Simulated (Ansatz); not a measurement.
Consider the formal exchange of groups at a B–Si bond: `NB[SiH](F)Cl` + `BF` → `NBBF` + `F[SiH2]Cl`.

Computed with Ansatz on PBE0-D4/def2-TZVP structures; ΔE is electronic, products minus reactants. CBS: MP2 limit from def2 TZ/QZ plus the TZ coupled-cluster correction, frozen cores. This one scheme is used for every species. Each species was taken in one conformer, which may not be the lowest.

`NB[SiH](F)Cl`:

Z-matrix (Å, degrees):
```
Si
B 1 2.007
Cl 1 2.057 2 109.9
F 1 1.607 2 108.8 3 -117.0
H 1 1.483 2 117.7 3 121.9
N 2 1.382 1 118.1 3 113.4
H 2 1.197 1 122.7 3 -66.0
H 6 1.007 2 123.3 1 -178.7
H 6 1.008 2 123.3 1 0.5
```

`BF`:

Cartesian coordinates in Å:
```
B -0.034 -0.001 -0.036
F 0.867 0.032 0.923
H -0.970 -0.735 0.101
H 0.138 0.705 -0.988
```

`NBBF`:

```xyz
8

N     1.245   -0.415   -0.147
B     0.107   -0.134    0.595
B    -1.250    0.479   -0.252
F    -2.373    0.802    0.375
H     2.098   -0.777    0.246
H     1.294   -0.274   -1.144
H     0.153   -0.339    1.777
H    -1.275    0.657   -1.451
```

`F[SiH2]Cl`:

Z-matrix (Å, degrees):
```
Si
F 1 1.589
Cl 1 2.036 2 108.8
H 1 1.475 2 108.3 3 -118.2
H 1 1.475 2 108.3 3 118.2
```

| species | CCSD(T)/CBS(def2) energy (Eh) |
| --- | --- |
| `NB[SiH](F)Cl` | -930.70999 |
| `BF` | -125.82039 |
| `NBBF` | -206.56125 |
| `F[SiH2]Cl` | -849.96195 |

Problem. Work out ΔE.

Solution. ΔE = (-206.56125) + (-849.96195) − (-930.70999) − (-125.82039) = 0.00718 Eh = +18.9 kJ/mol.

Largest T1 diagnostic among the species: 0.015.

Leaving LDA and LC-ωPBE aside and taking each functional with its dispersion term where it has one, the values, not all of them listed here, spread over 6.5 kJ/mol, from B97M-V to revPBE-D4. At CCSD(T), def2-SVP lies +3.7 kJ/mol from the extrapolated value and def2-TZVPP −0.1 kJ/mol. In def2-TZVPP, CCSD(T) changes the Hartree–Fock value by +3.6 kJ/mol (the triples alone add +1.1 kJ/mol) and MP2 by +5.5 kJ/mol.
